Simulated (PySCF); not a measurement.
Input file for PySCF: D3(BJ) and D4 dispersion corrections on H4OSi (SMILES O[SiH3]), a point of a torsion scan.

```python
from pyscf import gto
from pyscf.dispersion import dftd3, dftd4

mol = gto.M(
    atom='''
    O     1.08810377   -0.49503822   -0.25946606
    Si   -0.42465753    0.02514238    0.02913863
    H     1.85714153    0.01763747   -0.03001529
    H    -0.53063044    1.45711689   -0.25872122
    H    -0.76624180   -0.19392312    1.43604398
    H    -1.21216087   -0.80150277   -0.87068293
    ''',
    basis='def2-svp',
    charge=0, spin=0, verbose=0, max_memory=1800)
d3, d4 = {}, {}
for xc in ['hf', 'pbe', 'blyp', 'revpbe', 'tpss', 'r2scan', 'b3lyp', 'pbe0', 'bhlyp', 'camb3lyp', 'b2plyp']:
    d3[xc] = float(dftd3.DFTD3Dispersion(mol, xc=xc, version='d3bj', atm=False).get_dispersion()['energy'])
    print(f'D3(BJ) {xc:10s} {d3[xc]:14.8f} Eh')
for xc in ['hf', 'pbe', 'blyp', 'revpbe', 'tpss', 'r2scan', 'b3lyp', 'pbe0', 'bhlyp', 'camb3lyp', 'b2plyp']:
    d4[xc] = float(dftd4.DFTD4Dispersion(mol, xc={'camb3lyp': 'cam-b3lyp'}.get(xc, xc), atm=True).get_dispersion()['energy'])
    print(f'D4     {xc:10s} {d4[xc]:14.8f} Eh')
```

Program output:

```
D3(BJ) hf            -0.02569439 Eh
D3(BJ) pbe           -0.00262681 Eh
D3(BJ) blyp          -0.00570072 Eh
D3(BJ) revpbe        -0.00688559 Eh
D3(BJ) tpss          -0.00327134 Eh
D3(BJ) r2scan        -0.00066342 Eh
D3(BJ) b3lyp         -0.00465065 Eh
D3(BJ) pbe0          -0.00221440 Eh
D3(BJ) bhlyp         -0.00367189 Eh
D3(BJ) camb3lyp      -0.00194257 Eh
D3(BJ) b2plyp        -0.00213167 Eh
D4     hf            -0.00958781 Eh
D4     pbe           -0.00237506 Eh
D4     blyp          -0.00546696 Eh
D4     revpbe        -0.00829960 Eh
D4     tpss          -0.00322150 Eh
D4     r2scan        -0.00053722 Eh
D4     b3lyp         -0.00385739 Eh
D4     pbe0          -0.00194989 Eh
D4     bhlyp         -0.00275040 Eh
D4     camb3lyp      -0.00193795 Eh
D4     b2plyp        -0.00163024 Eh
```

The run finished.

Cost: about 0.010 core-seconds (a rough figure).
